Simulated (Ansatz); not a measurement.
Input for Ansatz (an electronic-structure program): U-BLYP/def2-TZVPP on F2V (SMILES [F][V][F]), 2S+1 = 4, a spin state set in the input, which need not be the lowest.

Ansatz 0.2 input:
```yaml
crystal:
  periodic: [false, false, false]
  atoms:
    - {symbol: V, position_ang: [-0.00362216, 0.01984250, -0.02032314]}
    - {symbol: F, position_ang: [-0.23458473, 1.32955371, -1.20292483]}
    - {symbol: F, position_ang: [0.20503817, -1.30202462, 1.15282834]}
basis:
  gaussian:
    orbitals: def2-TZVPP
hamiltonian:
  xc: {name: BLYP}
magnetization: {spin_polarized: true, initial_magnetization: 3}
```

It printed:

```
WARN ansatz: RAYON_NUM_THREADS=1 ignored (pool sized by the plan → 1); use --threads N
Functional definition: BLYP
integrals: 0.04 GiB planned
752 factors; their error is unknown
mean field: 0.41 GiB planned
mean field evaluation 1: about -31120.6274 eV, gradient 4.5e1 eV
mean field evaluation 2: about -31096.1128 eV, gradient 9.9e1 eV
mean field evaluation 4: about -31127.0461 eV, gradient 1.0e1 eV
mean field evaluation 8: about -31127.3629 eV, gradient 1.3e-1 eV
mean field evaluation 16: about -31127.3590 eV, gradient 4.5e-4 eV
mean field evaluation 32: about -31125.8414 eV, gradient 1.3e1 eV
mean field evaluation 64: about -31126.5811 eV, gradient 9.5e-6 eV
mean field evaluation 96: about -31127.3344 eV, gradient 5.9e-1 eV
mean field -31127.35901128 eV, -1143.9093447826 hartree, gradient 8.2e-6 eV, S^2 3.760341; 10 other end points of the search recorded, 0 dependent functions left out
reference -31127.35930436 eV, -1143.9093555532 hartree; 22, 19 occupied and 104, 107 virtual orbitals, 752 factors
Total energy: -31127.35930436 eV, -1143.9093555532 hartree
```

The calculation finished and met its thresholds.

Cost: about 13 core-seconds (a rough figure).
